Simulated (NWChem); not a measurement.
A series in which one site is exchanged, each optimised at PBE0/def2-SVP with NWChem, gas phase unless a solvent is named. Some are not confirmed as minima by frequencies. def2 effective core potentials on Zr, I, Hf; no spin-orbit coupling.

A: [TiH3][I] (TiH3I; site = Ti)
B: [ZrH3][I] (ZrH3I; site = Zr)
C: [SiH3]I (SiH₃I; site = Si)
D: [HfH3][I] (HfH$_{3}$I; site = Hf)

Values for A:

* **orbital gap (eV), PBE0/def2-SVP**: 5.22
* **vertical ionisation energy, ΔSCF, PBE0/def2-SVP (eV)**: 10.52
* **static polarisability, PBE0/def2-SVPD (bohr³)**: 80.3

Q: How do these values change for the other members?

A: 
| change from A | B | C | D |
|---|---|---|---|
| orbital gap (eV), PBE0/def2-SVP | +0.41 | +1.75 | +0.70 |
| vertical ionisation energy, ΔSCF, PBE0/def2-SVP (eV) | -0.22 | -0.51 | -0.25 |
| static polarisability, PBE0/def2-SVPD (bohr³) | +5.9 | -15.7 | +2.9 |
